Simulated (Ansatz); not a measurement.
Geometry optimisation, RKS B3LYP-D4/def2-SVP (Ansatz 0.2.0).

The input (input.yaml):

```yaml
crystal:
  periodic: [false, false, false]
  atoms:
    - { symbol: B, position_ang: [-1.3742, -1.067, -0.7372] }
    - { symbol: C, position_ang: [-0.3823, -0.8841, 0.4418] }
    - { symbol: Si, position_ang: [1.3043, -1.3357, -0.1666] }
    - { symbol: B, position_ang: [-0.3284, 0.6048, 1.0508] }
    - { symbol: Si, position_ang: [0.0186, 2.1788, -0.012] }
    - { symbol: H, position_ang: [-2.3288, -1.7584, -0.6566] }
    - { symbol: H, position_ang: [-1.2735, -0.3765, -1.7292] }
    - { symbol: H, position_ang: [-0.6248, -1.5772, 1.2371] }
    - { symbol: H, position_ang: [2.2991, -1.1729, 0.9951] }
    - { symbol: H, position_ang: [1.7336, -0.4569, -1.2404] }
    - { symbol: H, position_ang: [1.3293, -2.7326, -0.5943] }
    - { symbol: H, position_ang: [-0.6833, 0.7456, 2.2048] }
    - { symbol: H, position_ang: [-0.1648, 3.4048, 0.84] }
    - { symbol: H, position_ang: [0.76919, 0.80195, 0.69678] }
    - { symbol: H, position_ang: [-0.9158, 2.2698, -1.1239] }
basis:
  gaussian: { orbitals: def2-SVP }
hamiltonian:
  xc: b3lyp
  dispersion: d4
relax:
  f_tol: 0.02
  max_steps: 50
```

Run as:

```bash
$ ansatz run input.yaml --threads 2 --pin off --max-ram 3072MiB --backend cpu --events-out ev --progress --plain --runs-dir out
```

Task: Where does it end, and by what steps?

Result: The forces met the threshold. After 23 steps the energy has fallen by 3.107 eV; H13 moved furthest, 1.53 Å. Joined: B1–B4 (2.66 → 1.88 Å), B1–Si5 (3.61 → 2.06 Å).

```csv
step,energy less start (eV),largest force component (eV/Å),accepted
0,0.0000,4.433,yes
1,-1.3311,2.088,yes
2,-2.1129,1.301,yes
3,-2.4369,1.285,yes
4,-2.5453,0.473,yes
5,-2.5916,0.174,yes
6,-2.5981,0.095,yes
7,-2.6060,0.140,yes
8,-2.6167,0.304,yes
9,-2.6283,0.602,yes
10,-2.6499,0.754,yes
11,-2.6946,0.620,yes
12,-2.7145,0.519,yes
13,-2.7514,0.411,yes
14,-2.8215,0.463,yes
15,-2.9282,0.821,yes
16,-3.0336,0.341,yes
17,-3.0666,0.621,yes
18,-3.0893,0.230,yes
19,-3.0126,0.922,no
20,-3.1031,0.082,yes
21,-3.1053,0.051,yes
22,-3.1064,0.029,yes
23,-3.1067,0.012,yes
```

```xyz
15
Properties=species:S:1:pos:R:3
B -1.244 -0.302 -0.241
C -0.039 -1.012 0.718
Si 1.448 -1.549 -0.267
B -0.287 0.401 1.214
Si -0.728 1.696 -0.306
H -2.406 -0.515 -0.001
H -0.893 -0.357 -1.409
H -0.431 -1.780 1.397
H 2.583 -1.960 0.618
H 1.910 -0.401 -1.108
H 1.132 -2.694 -1.171
H -0.923 0.769 2.165
H -1.452 2.895 0.196
H 0.535 1.373 0.820
H 0.175 2.081 -1.419
```

Whether the end is a true minimum wasn't checked by a vibrational analysis.

Time of the run: 3 min on 2 threads of Intel(R) Xeon(R) Platinum 8259CL CPU @ 2.50GHz (Skylake/Cascade Lake) (shared host), peak memory 0.34 GiB.
